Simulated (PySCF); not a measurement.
## Unknown compound

Molecular formula: C$_{4}$H$_{4}$N$_{4}$Si. Simulated spectra:

1H NMR (300 MHz, computed): δ 9.87 (s, 1H), 4.71 (s, 3H).

13C{1H} NMR (computed): δ 173.6 (C), 155.3 (CH), 150.9 (C), 121.4 (C).

One computed conformer, one averaged value for each set of equivalent atoms, gas phase, non-relativistic. Coordinates at the GFN2-xTB level; GIAO PBE0/pcSseg-1 shieldings; PySCF 2.14.0 with density-fitted response routines.

Shifts are taken against calculated references (same method and geometry level): TMS for 1H, 13C.

Task: Deduce the structure.

Result: 
1. Rings plus π bonds: 6 (1 ring in the answer).
2. 4 carbon signals for 4 carbons: no two carbons are equivalent.
3. Carbon types of the structure: 3 × C, 1 × CH, leaving 3 H on heteroatoms.
4. δC 173.6, 150.9: substituted aromatic carbon next to a ring nitrogen.
5. δC 155.3: aromatic CH between two ring heteroatoms.
6. δC 121.4: nitrile carbon; this is the usual window of a C≡N carbon, which has no attached hydrogen.
7. δH 9.87: hydrogen on an aromatic CH between two ring heteroatoms; ring-current deshielding.
8. δH 4.71: hydrogen on a silicon bonded to C.

The compound is SMILES N#Cc1nncnc1[SiH3].

This is the structure that produced the data.

Shifts are as computed. Against solution values, carbons near 30 ppm lie about +3 ppm off and those near 130 ppm about +5 ppm. Of 1211 compounds with measured shifts, 218 miss one by over three times the rms of a fit or turn the order of signals round; such compounds aren't used in these exercises. Multiplicities follow the n + 1 count of equivalent neighbours, as no J values were calculated; m marks all less simple cases, F and P coupling included.
